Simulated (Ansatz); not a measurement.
CH5BSe2, SMILES `CB([SeH])[SeH]` at its PBE0-D4/def2-TZVP geometry, where that method's forces vanish. The species carries charge 0 and has multiplicity 1.

```xyz
9

C     0.8901   -0.3726   -0.7281
B    -0.3179   -0.0778    0.2204
Se   -1.4415   -1.5540    0.7688
Se   -0.7349    1.6993    0.8664
H     0.7941    0.2040   -1.6537
H     0.9908   -1.4262   -0.9972
H     1.8267   -0.0531   -0.2598
H    -2.3809   -0.7951    1.6066
H     0.3735    2.3755    0.1766
```

What forces (eV/Å) does ωB97M-V/def2-TZVPP give on these atoms in the Gaussian-basis code of Ansatz? (Estimate.)

Computed: 
```
C1   0.092 -0.020 -0.070
B2  -0.014  0.002  0.010
Se3 -0.073  0.037  0.062
Se4  0.083  0.064 -0.049
H5   0.003 -0.035  0.073
H6  -0.013  0.077  0.023
H7  -0.073 -0.017 -0.031
H8   0.078 -0.046 -0.067
H9  -0.083 -0.062  0.049
```
